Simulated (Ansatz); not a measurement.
A nudged elastic band was laid between two geometries of CH3BO2 (7 atoms, charge 0, multiplicity 1).

All numbers below come from Ansatz, RHF/def2-SVP.

```
movable images  : 9
climbing image  : yes
spring          : 5.0 eV/Å²
optimiser       : quadratic models (default)
start path      : through a guess of the saddle point
force threshold : 0.05 eV/Å
iteration limit : 60
end points      : relaxed
```

First end point:

```xyz
7
Properties=species:S:1:pos:R:3
B -0.615 0.935 -0.176
C 0.037 -0.503 0.043
O -0.614 -1.495 0.046
O 1.350 -0.504 0.218
H -0.733 1.356 -1.287
H -1.015 1.542 0.771
H 1.651 -1.399 0.340
```

Last end point:

```xyz
7
Properties=species:S:1:pos:R:3
B -0.616 0.935 -0.178
C 0.036 -0.503 0.048
O -0.616 -1.493 0.075
O 1.352 -0.506 0.202
H -0.990 1.558 0.770
H -0.757 1.340 -1.292
H 1.652 -1.400 0.330
```

(1) Which bonds break or form, and what moves?

(2) What energy profile does the band end with?

(3) What is the geometry of the highest image?

(4) What are the harmonic wavenumbers there?

Results:

(1) No bond is made or broken. The dihedral H5–B1–C2–O4 goes from 91 to -91°. The two ends are copies of one structure, up to a mirror image or an exchange of like atoms.

(2) It converged. The highest image is number 5 of 0 to 10, 0.187 eV above the ends, which have the same energy within 2 meV. A vibrational analysis at the climbing image gives one clearly imaginary mode, 226i cm⁻¹: a first-order saddle point.

```
image  path coordinate (Å)  energy (eV)  dihedral H5–B1–C2–O4 (°)
    0                 0.00        0.000                        91
    1                 0.35        0.016                       109
    2                 0.71        0.060                       128
    3                 1.06        0.118                       145
    4                 1.42        0.167                       163
    5                 1.77        0.187                       180
    6                 2.13        0.168                      -163
    7                 2.48        0.118                      -145
    8                 2.84        0.060                      -128
    9                 3.19        0.016                      -109
   10                 3.54        0.000                       -91
```

(3) 
```xyz
7
Properties=species:S:1:pos:R:3
B -0.631 0.948 -0.174
C 0.038 -0.493 0.150
O -0.559 -1.409 0.609
O 1.331 -0.576 -0.141
H -1.790 1.083 0.066
H 0.029 1.828 -0.635
H 1.643 -1.448 0.078
```

(4) 226i, 362, 535, 624, 749, 878, 916, 1077, 1290, 1341, 1476, 2017, 2737, 2846, 4096 cm⁻¹.

Time of the run: 5.7 min on 1 thread of Intel(R) Xeon(R) Processor @ 2.50GHz (Skylake/Cascade Lake), on a shared host, peak memory 0.14 GiB.
